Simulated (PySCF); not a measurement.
# Static response to an electric field

Species: C5H13NP2.
Structure used (PBE0-D3(BJ)/def2-SVP), in Å, numbered top down from 1:
```
atom  x, y, z in Å
C1     3.1293    0.2704    0.3059
N2     1.7989   -0.2269    0.5585
P3     0.7019   -0.4554   -0.7352
C4    -0.2852    1.1382   -0.7927
C5    -1.2428    1.3562    0.3724
P6    -2.7646    0.2808    0.1740
C7    -1.9483   -1.3075   -0.3785
C8    -0.5359   -1.5274    0.1478
H9     3.5097   -0.1719   -0.6277
H10    3.1983    1.3716    0.1979
H11    3.8166   -0.0283    1.1147
H12    1.4105    0.0706    1.4508
H13    0.4712    1.9404   -0.8447
H14   -0.8215    1.1778   -1.7577
H15   -0.7323    1.1573    1.3295
H16   -1.5846    2.4031    0.4147
H17   -2.9038   -0.0894    1.5496
H18   -1.9585   -1.3191   -1.4824
H19   -2.6239   -2.1223   -0.0714
H20   -0.2143   -2.5726    0.0130
H21   -0.4933   -1.3248    1.2330
```

Level: wB97X-D/def2-SVPD (PySCF), static field, nuclei fixed, core orbitals frozen in the response. The polarisability tensor in these axes (au):

```
x   137.19   1.78  -1.10
y     1.78 111.26   0.73
z    -1.10   0.73 100.00
```

**Question.** Give the principal values, the mean and the anisotropy Δα = √{½[(α1 − α2)² + (α2 − α3)² + (α1 − α3)²]}.

**Answer.** Principal values 99.91, 111.20 and 137.35 au; mean 116.15 au = 17.21 Å³ = 19.15 × 10⁻⁴⁰ C²·m²/J; Δα = 33.26 au (29 % of the mean).

**Question.** What is the dipole moment, and where does it point?

**Answer.** (0.83, 0.51, 1.47) D, 1.77 D in size, pointing from the negative to the positive side. Measured along this direction, the outermost atoms are H18 at the negative end and H11 at the positive end.

**Question.** What molar refraction does this α imply?

**Answer.** Lorentz–Lorenz: R = (4π/3)N_A α = 2.5225 cm³/(mol·Å³) × 17.21 Å³ = 43.4 cm³/mol, in the limit of long wavelengths.

**Question.** Find the Langevin capture rate constant for H3+ (3.023 u) meeting this molecule (149.052 u), k = 2.342 × 10⁻⁹ cm³/s × √(α in Å³ / reduced mass in u).

**Answer.** The reduced mass is 2.96 u, so k = 5.64 × 10⁻⁹ cm³/s. The formula leaves out the permanent dipole, which adds to the capture rate.

**Question.** Refractivity n − 1 of an ideal gas of it at 298.15 K and 1 atm, from the electronic α?

**Answer.** N = p/kT = 2.4615 × 10¹⁹ cm⁻³, so n − 1 = 2π × N × 17.21 × 10⁻²⁴ cm³ = 2662 × 10⁻⁶ at long wavelengths, for an ideal gas.

**Question.** Traceless (Buckingham) quadrupole moment about the centre of nuclear charge: eigenvalues?

**Answer.** -10.02, 1.86, 8.16 D·Å. The values depend on the origin, since the dipole doesn't vanish. The electronic extent ⟨r²⟩ about the same centre is 1589 bohr², a root-mean-square distance of 2.36 Å for the 80 electrons.

Geometry: PBE0-D3(BJ)/def2-SVP, one conformer, isolated molecule.
